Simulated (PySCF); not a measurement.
## MgIn: energy against distance

Set-up: PySCF, spin-free X2C with a Gaussian nucleus, basis sets Mg x2c-SVPall, In x2c-SVPall. Energies in eV from Mg + In in their ground configurations at the same level. State: ²Π (doublet), unpaired electrons π ↑.

All columns are PBE0. A positive dipole means Mg(−)In(+).

| R (Å) | E (eV) | μ (D) | Mulliken charge on Mg (basis-dependent) | HOMO (eV) | LUMO (eV) | Mayer bond order | ⟨S²⟩ |
| --- | --- | --- | --- | --- | --- | --- | --- |
| 2.593 | -0.212 | -1.05 | -0.06 | -3.95 | -2.40 | 1.28 | 0.77 |
| 2.713 | -0.355 | -1.03 | -0.05 | -3.85 | -2.31 | 1.20 | 0.77 |
| 2.834 | -0.429 | -1.00 | -0.04 | -3.77 | -2.24 | 1.11 | 0.77 |
| 2.925 | -0.454 | -0.98 | -0.04 | -3.72 | -2.19 | 1.05 | 0.76 |
| 3.015 | -0.460 | -0.96 | -0.03 | -3.67 | -2.14 | 0.98 | 0.76 |
| 3.106 | -0.452 | -0.94 | -0.02 | -3.63 | -2.10 | 0.91 | 0.76 |
| 3.226 | -0.427 | -0.92 | -0.02 | -3.59 | -2.09 | 0.82 | 0.76 |
| 3.377 | -0.382 | -0.89 | -0.01 | -3.54 | -2.11 | 0.70 | 0.76 |
| 3.558 | -0.322 | -0.86 | 0.00 | -3.51 | -2.11 | 0.58 | 0.76 |
| 3.799 | -0.245 | -0.81 | 0.01 | -3.47 | -2.10 | 0.43 | 0.76 |

A fit through these points gives, at Re = 3.002 Å, μ = -0.96 D and dμ/dR = 0.223 D/Å; the reduced mass is 19.84 u.

Problem. How strong is the fundamental in the double-harmonic approximation, I = 42.26·(dμ/dR)²/μred km/mol?

Solution. I = 42.26·(0.223)²/19.84 = 0.106 km/mol at PBE0.

Spin–orbit coupling is left out, which matters for elements this heavy, above all for dissociation energies. The state is the lowest determinant that a PBE0 search found; another state may lie lower at other levels.
